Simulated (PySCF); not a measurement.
**Technetium: a sound run and one with changed settings**

Sound run: Tc [Kr] 4d5 5s2, Tc+ [Kr] 4d5 5s1. Calculation: PySCF 2.14, in def2-TZVP with the def2 core potential (28 electrons); scalar relativity through the core potential. In the sound run the correlated levels freeze 4s2 4p6 outside the core potential. The sound run starts from symmetry-adapted Hartree-Fock orbitals and uses a fine grid where one is needed.

A second run was set up differently.

```csv
species,method,sound run (hartree),changed run (hartree),converged
Tc,MP2,-80.20788,-80.42655,yes
Tc+,MP2,-79.96966,-80.18235,yes
```

Ionisation energy of Tc:

```tsv
method	sound run (eV)	changed run (eV)
UHF	5.542	5.542
MP2	6.482	6.645
SCS-MP2	6.693	6.741
```

(1) What was changed?
A. minimal basis
B. all electrons correlated in a valence basis
C. too few SCF iterations
D. basis contracted for another Hamiltonian

## Answers

(1) B. A valence basis has no tight correlating functions, so it recovers only part of the core correlation, and not evenly between atom and ion.
